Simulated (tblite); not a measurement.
Compound: C7H12N (doublet state).
Cartesian coordinates in Å at the GFN2-xTB level; atoms count from 1:
```xyz
20
C7H12N angstrom
C     -0.7472   -1.6562    0.9965
C     -0.8845   -0.6664   -0.0809
C     -2.2895    0.0197    0.0144
C     -2.5168    0.8823   -1.1102
N     -2.6783    1.5578   -2.0194
C      0.2024    0.4153   -0.0055
C      1.5932   -0.1633   -0.2531
C      2.6698    0.9087   -0.1474
H     -0.5196   -1.3327    1.9946
H     -0.9816   -2.6903    0.8370
H     -0.8346   -1.1644   -1.0559
H     -3.0722   -0.7428    0.0346
H     -2.3457    0.6066    0.9343
H     -0.0054    1.1889   -0.7484
H      0.1774    0.8807    0.9832
H      1.7846   -0.9547    0.4757
H      1.6262   -0.6143   -1.2474
H      2.5003    1.6912   -0.8836
H      3.6543    0.4816   -0.3221
H      2.6621    1.3631    0.8411
```

All values are computed: GFN2-xTB (tblite) harmonic vibrations without scaling, gas phase. The method is semi-empirical: single wavenumbers can be off by several per cent or more. One conformer, not necessarily the lowest. Open shells enter through the occupations alone, without spin polarisation, and single modes of such species can be off by tens of per cent.

Harmonic wavenumbers (cm⁻¹): 59.2, 75.4, 96.0, 122.1, 150.3, 176.1, 233.3, 282.6, 357.3, 381.6, 398.4, 446.7, 529.5, 551.9, 786.8, 851.5, 880.9, 898.8, 943.1, 976.3, 1009.3, 1013.6, 1087.3, 1093.1, 1126.1, 1153.5, 1180.1, 1233.9, 1237.3, 1270.9, 1275.8, 1300.4, 1329.2, 1363.5, 1403.9, 1416.8, 1421.9, 1486.5, 1497.5, 1503.3, 1505.9, 2400.1, 2927.9, 2959.7, 2963.4, 2970.5, 2974.0, 2979.2, 2983.5, 3031.1, 3036.0, 3041.7, 3129.0, 3172.7.

A = 2816, B = 1178, C = 884.0 MHz; mass 110.097 u (most abundant isotopes); point group C1, symmetry number 1; spin multiplicity 2.

Question: What is the zero-point energy?

Answer: Half the sum of the wavenumbers: 37338 cm⁻¹ = 446.66 kJ/mol.

Question: Give the ideal-gas entropy at 400 K and 1 bar in the rigid-rotor, harmonic-oscillator model (classical rotation).

Answer: Translation 173.60, rotation 125.36, vibration 169.37, spin (R ln 2) 5.76: S = 474.1 J/(mol K).

Question: And Cp and H(400 K) − H(0)?

Answer: Cp = 200.60 J/(mol K), of which vibrations give 167.34 (their classical limit is 54 R = 449.0); H(400 K) − H(0) = 48.04 kJ/mol without the zero-point energy, 34.74 from vibrations.

Question: Which modes carry the vibrational entropy at 400 K?

Answer: 59.2 cm⁻¹: 21.19; 75.4 cm⁻¹: 19.19; 96.0 cm⁻¹: 17.20; 122.1 cm⁻¹: 15.22; 150.3 cm⁻¹: 13.53; 176.1 cm⁻¹: 12.25 J/(mol K); the other 48 give 70.80 together.

Question: Blend soft modes into free rotors: weight 1/[1 + (100 cm⁻¹/ν̃)⁴] for the oscillator and the rest for a rotor with moment μB/(μ + B), μ = h/(8π²ν), B = 10⁻⁴⁴ kg m². What vibrational entropy results?

Answer: 157.07 J/(mol K) in place of 169.37, which changes −T·S at 400 K by +4.92 kJ/mol.

Question: How do the functions run with temperature in this model?

Answer: 
```csv
T (K),S (J/(mol K)),Cp (J/(mol K)),H − H(0) (kJ/mol),G − H(0) (kJ/mol),ln q(vib)
50,248.0,57.5,2.10,-10.30,0.44
100,296.2,83.1,5.65,-23.97,1.72
298.15,421.4,159.5,29.69,-95.96,7.24
373.15,460.5,190.0,42.80,-129.04,9.22
500,522.9,237.0,69.97,-191.46,12.51
750,632.9,305.7,138.40,-336.28,18.76
1000,727.6,352.1,220.98,-506.63,24.62
```

q(vib) and H(0) count from the zero-point level.

Hindered rotation and anharmonicity are outside this model. Other conformers, if any are populated, would add a mixing term that is left out. The structure is chiral; the term R ln 2 for an equal mix with its mirror image is left out.
